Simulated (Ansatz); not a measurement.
A nudged elastic band was laid between two geometries of BFH3N + FH (8 atoms, charge 0, multiplicity 1).

The calculation used RKS PBE/def2-SVP in Ansatz 0.2.0.

* movable images: 5
* climbing image: yes
* spring: 5.0 eV/Å²
* optimiser: quadratic models (default)
* start path: through a guess of the saddle point
* force threshold: 0.05 eV/Å
* iteration limit: 60
* end points: relaxed

First end point:

```xyz
8
Properties=species:S:1:pos:R:3
B 0.051 -0.121 -0.175
H -0.014 -0.391 1.021
N 1.278 -0.176 -0.837
H 2.156 -0.364 -0.357
H 1.376 0.035 -1.832
F -1.087 0.146 -0.834
F 0.123 2.104 1.491
H 0.033 1.169 1.558
```

Last end point:

```xyz
8
Properties=species:S:1:pos:R:3
B 0.072 0.523 -0.752
H 0.024 0.155 3.107
N 1.324 0.006 -1.116
H 1.430 -0.731 -1.811
H 2.194 0.333 -0.700
F -1.060 0.072 -1.312
F -0.034 1.496 0.172
H -0.035 0.549 2.448
```

Q: Which bonds break or form, and what moves?

A: Bonds broken: B1–H2, F7–H8. Bonds formed: B1–F7, H2–H8. BFH3N + FH becomes BF2H2N + H2.

Q: What energy profile does the band end with?

A: The forces met the threshold. The highest image is number 2 of 0 to 6, 0.87 eV above the first end and 2.13 eV above the last; the last end lies 1.27 eV below the first. Neighbouring images differ by up to 1.6 eV, so the band resolves the path poorly. A vibrational analysis at the climbing image gives one clearly imaginary mode, 487i cm⁻¹: a first-order saddle point. The orbitals stay closed-shell, which can raise the energy where a bond breaks towards radicals; this wasn't checked here.

```csv
image,path coordinate (Å),energy (eV),B1–H2 (Å),F7–H8 (Å),B1–F7 (Å)
0,0.00,0.00,1.23,0.94,2.78
1,1.05,0.33,1.23,0.94,2.49
2,2.10,0.87,1.24,0.95,2.25
3,3.06,0.42,1.58,1.51,1.51
4,4.03,-1.15,2.39,2.25,1.35
5,4.99,-1.26,3.26,2.50,1.34
6,5.95,-1.27,3.88,2.47,1.35
```

Q: What is the geometry of the highest image?

A: 
```xyz
8
Properties=species:S:1:pos:R:3
B 0.130 -0.144 0.046
H -0.060 -0.341 1.252
N 1.467 -0.122 -0.524
H 1.588 -0.895 -1.192
H 1.617 0.739 -1.067
F -0.989 -0.197 -0.698
F 0.110 1.993 0.753
H 0.053 1.369 1.464
```

The band took 25 iterations and of the order of 4 core-minutes.

Run time: 3.6 min on 1 thread of Arm Neoverse V1 (shared host), peak memory 0.12 GiB.
